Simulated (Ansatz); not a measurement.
The first iterations of a band of ClF₃H₂HfO (8 atoms, charge 0, multiplicity 1).

All numbers below come from RKS B3LYP/def2-SVP (Ansatz 0.2.0).

| Item | Value |
| --- | --- |
| movable images | 5 |
| climbing image | yes |
| spring | 5.0 eV/Å² |
| optimiser | quadratic models (default) |
| start path | through a guess of the saddle point |
| force threshold | 0.05 eV/Å |
| iteration limit | 60 |
| end points | relaxed |

First end point:

```xyz
8
Properties=species:S:1:pos:R:3
Hf -0.025 -0.229 0.022
O -0.236 -0.293 2.030
H -0.654 0.238 2.716
F 1.715 0.154 -0.677
F -0.913 1.437 -0.260
Cl -1.336 -1.742 -1.252
F 1.046 -2.000 1.133
H 0.638 -1.565 1.918
```

Last end point:

```xyz
8
Properties=species:S:1:pos:R:3
Hf 0.391 -0.303 -0.101
O -0.473 -0.577 2.079
H -1.397 -0.702 2.341
F 1.324 -0.215 -1.767
F 0.062 1.561 0.206
Cl -1.549 -1.545 -0.759
F 1.790 -1.144 0.938
H 0.087 -1.076 2.693
```

| iteration | highest image above the first end (eV) | largest band force component (eV/Å) |
| --- | --- | --- |
| 1 | 2.879 | 7.065 |
| 2 | 1.619 | 3.687 |
| 3 | 0.915 | 3.189 |
| 4 | 0.259 | 2.260 |
| 5 | 0.121 | 2.036 |
| 6 | 0.060 | 2.992 |

Does the band converge within its limit, and where does its top end?

The forces met the threshold. It ended after 18 iterations with the highest image 0.011 eV above the first end. A vibrational analysis at the climbing image gives one clearly imaginary mode, 272i cm⁻¹: a first-order saddle point. The orbitals stay closed-shell, which can raise the energy where a bond breaks towards radicals; this wasn't checked here.

Run time: 2.8 min on 4 threads of AMD EPYC 7B13 (Zen 3) (shared host), peak memory 0.3 GiB.
